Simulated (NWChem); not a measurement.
**Atomisation of C₂H₄F**

```xyz
7

C     -1.1564     0.1715    -0.2995
C      0.3070     0.3802    -0.2082
F      0.9969    -0.5581     0.4650
H     -1.6079     0.9270    -0.9604
H     -1.6559     0.2460     0.6896
H     -1.3895    -0.8296    -0.7012
H      0.7772     1.3696    -0.1671
```
Charge 0, spin multiplicity 2.

The numbers come from NWChem runs, not from measurements. All single points use one geometry, from UB3LYP/def2-SVP, a minimum by its harmonic frequencies.

Basis set: def2-TZVP. The atomisation energy is electronic alone: no zero-point, thermal, spin-orbit or counterpoise terms. No value is extrapolated to the basis-set limit. Free atoms are single determinants with multiplicities C 3, F 2, H 2.

B3LYP has NWChem's definition, with VWN1-RPA local correlation. The structure started from a generated list of species. The stability of the SCF solutions was not checked.

### Question
Order these methods by the atomisation energy they give, lowest first: PBE, LDA (SVWN5), PBE0, B3LYP.

### Answer
B3LYP (613.7 kcal/mol), PBE0 (618.3 kcal/mol), PBE (630.4 kcal/mol), LDA (SVWN5) (708.5 kcal/mol)
